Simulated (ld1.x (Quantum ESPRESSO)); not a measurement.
Re (Z = 75), TM semilocal: configuration errors across variants

| Quantity | Value |
| --- | --- |
| Element | rhenium |
| Generator | ld1.x (Quantum ESPRESSO) 7.5 |
| Type | norm-conserving Troullier–Martins (semilocal form) |
| Functional | Wu–Cohen |
| Relativity | scalar-relativistic |
| Frozen core | [Xe] 4f14 |
| Valence charge | 7 |
| Reference configuration | 5d6 6s1 6p0 |
| Partial waves | 6s (bound): rc 2.70 bohr; 6p (bound, empty): rc 3.00 bohr; 5d (bound): rc 1.45 bohr |
| Local potential | the d channel |
| Core correction | a·sin(br)/r model core inside 1.30 bohr |

All-electron excitation energies from the reference (eV): (1) 5d5 6s2 6p0 -0.965; (2) 5d5 6s1 6p0 8.344; (3) 5d5 6s0 6p0 24.694; (4) 5d4 6s2 6p0 9.038; (5) 5d5 6s0 6p1 14.260; (6) 5d4 6s2 6p1 4.151; (7) 5d5 6s0 6p2 9.066.

A semilocal file is local in each channel, so a ghost entry of none says nothing of the separable form that plane-wave codes build from it.

Tests that are not counted but printed errors over 1 eV. “wave 6p (bound): rc 3.00 bohr becomes 6p (bound): rc 1.98 bohr”: 5d5 6s0 6p2 (solver errors, printed error -10.1 eV); 5d5 6s0 6p1 (solver errors, printed error -2.7 eV); 1 more.

Errors AE − PS in meV (a dash: test not solved or not reliable):

| change | (1) | (2) | (3) | (4) | (5) | (6) | (7) | bound ghosts |
| --- | --- | --- | --- | --- | --- | --- | --- | --- |
| base | -40 | -19 | -35 | -161 | -34 | -221 | -58 | none |
| wave 6p (bound): rc 3.00 bohr becomes 6p (bound): rc 1.98 bohr | -40 | -19 | -35 | -161 | – | – | – | none |
| wave 6p (bound): rc 3.00 bohr becomes 6p (bound): rc 2.28 bohr | -40 | -19 | -35 | -161 | +49 | -97 | +27 | none |
| wave 6p (bound): rc 3.00 bohr becomes 6p (bound): rc 2.56 bohr | -40 | -19 | -35 | -161 | -3.5 | -181 | -22 | none |
| wave 6p (bound): rc 3.00 bohr becomes 6p (bound): rc 2.80 bohr | -40 | -19 | -35 | -161 | -26 | -212 | -48 | none |
| wave 6p (bound): rc 3.00 bohr becomes 6p (bound): rc 3.32 bohr | -40 | -19 | -35 | -161 | -36 | -222 | -60 | none |
| wave 6p (bound): rc 3.00 bohr becomes 6p (bound): rc 3.66 bohr | -40 | -19 | -35 | -161 | -25 | -214 | -48 | none |
| wave 6p (bound): rc 3.00 bohr becomes 6p (bound): rc 4.20 bohr | -40 | -19 | -35 | -161 | +3.2 | -192 | -17 | none |
| wave 6p (bound): rc 3.00 bohr becomes 6p (bound): rc 4.44 bohr | -40 | -19 | -35 | -161 | +17 | -183 | -2.6 | none |

(1) Give the same row for: wave 6p (bound): rc 3.00 bohr becomes 6p (bound): rc 3.90 bohr.

Answers

(1) -40, -19, -35, -161, -15, -206, -37; bound ghosts: none.
